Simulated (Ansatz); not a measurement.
`BCC(O)=S` + `OC[SiH2]Br` → `BOC[SiH2]Br` + `CC(O)=S`  (ligand exchange at a B–C bond)

Isolated molecules relaxed with PBE0-D4/def2-TZVP in Ansatz; ΔE leaves out vibrations. CCSD(T)/CBS is the MP2 limit (def2-TZVPP, def2-QZVPP) plus CCSD(T) − MP2 in def2-TZVPP, frozen cores. Functionals use def2-TZVPP. B3LYP here is the variant with VWN-RPA as its local correlation; programs differ in this. For Br outer-core shells are correlated without core-valence functions, which leaves a few kJ/mol of doubt a bond. Scalar relativity is left out up to krypton. One conformer a species, not always the lowest.

| level | ΔE (kcal/mol) | difference from CCSD(T)/CBS |
| --- | --- | --- |
| PBE0-D4 | -39.0 | 1.3 |
| B2PLYP | -41.7 | -1.4 |
| PBE | -38.7 | 1.6 |
| B3LYP | -41.4 | -1.1 |
| HF/def2-TZVPP | -43.0 | -2.7 |
| MP2/def2-TZVPP | -41.0 | -0.7 |
| SCS-MP2/def2-TZVPP | -41.5 | -1.2 |
| CCSD/def2-TZVPP | -40.9 | -0.6 |
| HF/def2-QZVPP | -43.1 | -2.8 |
| CCSD/CBS(def2) | -40.3 | 0.0 |
| CCSD(T)/CBS | -40.3 | 0 |

Largest T1 diagnostic among the species: 0.017.

In def2-TZVPP, CCSD(T) changes the Hartree–Fock value by +2.1 kcal/mol (the triples alone add +0.1 kcal/mol) and MP2 by +2.0 kcal/mol.
